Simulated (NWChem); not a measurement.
The numbers come from NWChem runs, not from measurements. System: diantimony (Sb$_{2}$), charge 0, spin multiplicity 1, at a geometry optimised with PBE/def2-SVP with def2 effective core potentials on Sb. Level: RHF/def2-TZVP with def2 effective core potentials on Sb.

Part of the output:

```
             Northwest Computational Chemistry Package (NWChem) 7.3.0
             --------------------------------------------------------

                                NWChem Input Module
                                -------------------

 Scaling coordinates for geometry "geometry" by  1.889725989
 (inverse scale =  0.529177249)

 Turning off AUTOSYM since
 SYMMETRY directive was detected!

                             Geometry "geometry" -> ""
                             -------------------------

 Output coordinates in angstroms (scale by  1.889725989 to convert to a.u.)

  No.       Tag          Charge          X              Y              Z
 ---- ---------------- ---------- -------------- -------------- --------------
    1 Sb                  51.0000     0.00000000     0.00000000     1.25804000
    2 Sb                  51.0000     0.00000000     0.00000000    -1.25804000

 Effective nuclear repulsion energy (a.u.)     547.0374648851

            Nuclear Dipole moment (a.u.)
            ----------------------------
        X                 Y               Z
 ---------------- ---------------- ----------------
     0.0000000000     0.0000000000     0.0000000000

      Symmetry information
      --------------------

 Group name             D2h
 Group number             26
 Group order               8
 No. of unique centers     1

      Symmetry unique atoms

     1


 Summary of "ao basis" -> "" (spherical)
 ------------------------------------------------------------------------------
       Tag                 Description            Shells   Functions and Types
 ---------------- ------------------------------  ------  ---------------------
 *                         def2-tzvp                  on all atoms

 Summary of "ao basis" -> "ao basis" (spherical)
 ------------------------------------------------------------------------------
       Tag                 Description            Shells   Functions and Types
 ---------------- ------------------------------  ------  ---------------------
 Sb                        def2-tzvp                16       50   6s5p3d2f

                                 NWChem SCF Module
                                 -----------------

  ao basis        = "ao basis"
  functions       =   100
  atoms           =     2
  closed shells   =    23
  open shells     =     0
  charge          =   0.00
  wavefunction    = RHF
  use symmetry    = T
  symmetry adapt  = T

[...]
 Vector   22  Occ=2.000000D+00  E=-2.948510D-01  Symmetry=b2u
              MO Center= -3.4D-30,  5.3D-17,  3.5D-17, r^2= 3.8D+00
   Bfn.  Coefficient  Atom+Function         Bfn.  Coefficient  Atom+Function
  ----- ------------  ---------------      ----- ------------  ---------------
    17      0.333090  1 Sb py                67      0.333090  2 Sb py
    11     -0.255190  1 Sb py                61     -0.255190  2 Sb py
    14      0.212116  1 Sb py                64      0.212116  2 Sb py
    20      0.173065  1 Sb py                70      0.173065  2 Sb py

 Vector   23  Occ=2.000000D+00  E=-2.948510D-01  Symmetry=b3u
              MO Center=  2.6D-17,  1.3D-32, -2.3D-16, r^2= 3.8D+00
   Bfn.  Coefficient  Atom+Function         Bfn.  Coefficient  Atom+Function
  ----- ------------  ---------------      ----- ------------  ---------------
    16      0.333090  1 Sb px                66      0.333090  2 Sb px
    10     -0.255190  1 Sb px                60     -0.255190  2 Sb px
    13      0.212116  1 Sb px                63      0.212116  2 Sb px
    19      0.173065  1 Sb px                69      0.173065  2 Sb px

 Vector   24  Occ=0.000000D+00  E=-1.527494D-02  Symmetry=b3g
              MO Center=  3.6D-30, -1.6D-15,  4.3D-16, r^2= 6.0D+00
   Bfn.  Coefficient  Atom+Function         Bfn.  Coefficient  Atom+Function
  ----- ------------  ---------------      ----- ------------  ---------------
    20      0.500347  1 Sb py                70     -0.500347  2 Sb py
    17      0.284642  1 Sb py                67     -0.284642  2 Sb py
    11     -0.251680  1 Sb py                61      0.251680  2 Sb py
    14      0.227362  1 Sb py                64     -0.227362  2 Sb py

 Vector   25  Occ=0.000000D+00  E=-1.527494D-02  Symmetry=b2g
              MO Center=  4.3D-16,  1.1D-29,  2.1D-16, r^2= 6.0D+00
   Bfn.  Coefficient  Atom+Function         Bfn.  Coefficient  Atom+Function
  ----- ------------  ---------------      ----- ------------  ---------------
    19      0.500347  1 Sb px                69     -0.500347  2 Sb px
    16      0.284642  1 Sb px                66     -0.284642  2 Sb px
    10     -0.251680  1 Sb px                60      0.251680  2 Sb px
    13      0.227362  1 Sb px                63     -0.227362  2 Sb px

 Vector   26  Occ=0.000000D+00  E= 8.700804D-02  Symmetry=b1u
              MO Center= -1.6D-16,  3.8D-17,  4.2D-16, r^2= 1.2D+01
   Bfn.  Coefficient  Atom+Function         Bfn.  Coefficient  Atom+Function
  ----- ------------  ---------------      ----- ------------  ---------------
     6      1.490973  1 Sb s                 56     -1.490973  2 Sb s
    21     -1.283079  1 Sb pz                71     -1.283079  2 Sb pz
    18     -0.278469  1 Sb pz                68     -0.278469  2 Sb pz
     3     -0.177056  1 Sb s                 53      0.177056  2 Sb s

 center of mass
 --------------
 x =   0.00000000 y =   0.00000000 z =   0.00000000

 moments of inertia (a.u.)
 ------------------
        1366.647521296964           0.000000000000           0.000000000000
           0.000000000000        1366.647521296964           0.000000000000
           0.000000000000           0.000000000000           0.000000000000

  Mulliken analysis of the total density
  --------------------------------------

    Atom       Charge   Shell Charges
 -----------   ------   -------------------------------------------------------
    1 Sb  23    23.00   0.16 -0.66  1.57  0.93  1.06  0.82 -0.46  6.43  0.81  1.59  0.66  9.04  0.95  0.10  0.01  0.00
    2 Sb  23    23.00   0.16 -0.66  1.57  0.93  1.06  0.82 -0.46  6.43  0.81  1.59  0.66  9.04  0.95  0.10  0.01  0.00

       Multipole analysis of the density wrt the origin
       ------------------------------------------------

     L   x y z        total         open         nuclear
     -   - - -        -----         ----         -------
     0   0 0 0      0.000000      0.000000     46.000000

     1   1 0 0     -0.000000      0.000000      0.000000
     1   0 1 0     -0.000000      0.000000      0.000000
     1   0 0 1      0.000000      0.000000      0.000000

     2   2 0 0    -39.700140      0.000000      0.000000
     2   1 1 0     -0.000000      0.000000      0.000000
     2   1 0 1     -0.000000      0.000000      0.000000
     2   0 2 0    -39.700140      0.000000      0.000000
     2   0 1 1     -0.000000      0.000000      0.000000
     2   0 0 2    -36.982888      0.000000    259.982672

 Task  times  cpu:        1.0s     wall:        1.0s

 Total times  cpu:        1.0s     wall:        1.0s
```

### Question
Write an NWChem input that would produce this output.

### Answer
Several could match; the one computed here: 
```
start mol
memory heap 200 mb stack 900 mb global 1100 mb
geometry units angstroms nocenter noautoz
  Sb     0.000000     0.000000     1.258040
  Sb     0.000000     0.000000    -1.258040
  symmetry group D2h
end
basis spherical
  * library def2-tzvp
end
ecp
  Sb library def2-ecp
end
scf
  rhf
  nopen 0
  maxiter 100
  thresh 1e-7
  semidirect memsize 60000000 filesize 0
end
task scf energy
```
